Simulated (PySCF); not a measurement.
**Interval between two levels of V by level of theory**

V [Ar] 3d3 4s2 [4F9/2, M_J = 9/2] → V [Ar] 3d3 4s1 4p1 [6G13/2, M_J = 13/2], as a difference of total energies. Computed with PySCF 2.14 in x2c-TZVPall-2c with one added diffuse shell each of s, p, d type (7s8p5d1f, 63 functions), with the two-component X2C-1e Hamiltonian. Correlated levels: [Ne] frozen; the 6 highest virtual spinors dropped. "Screened" scales the spin-orbit matrix elements by Boettger's factors to mimic the two-electron term; Breit and QED terms are absent.

```tsv
method	interval between two levels (cm⁻¹)
GHF (spin-free)	7657.7
GMP2 (spin-free)	13895
GHF (screened spin-orbit)	7761.9
GMP2 (screened spin-orbit)	14008
```

The labels give the starting determinants; with spin-orbit coupling the two ends relaxed to ⟨J²⟩ = 24.77, ⟨L²⟩ = 12.01, ⟨S²⟩ = 3.76 and ⟨J²⟩ = 48.77, ⟨L²⟩ = 20.02, ⟨S²⟩ = 8.75.
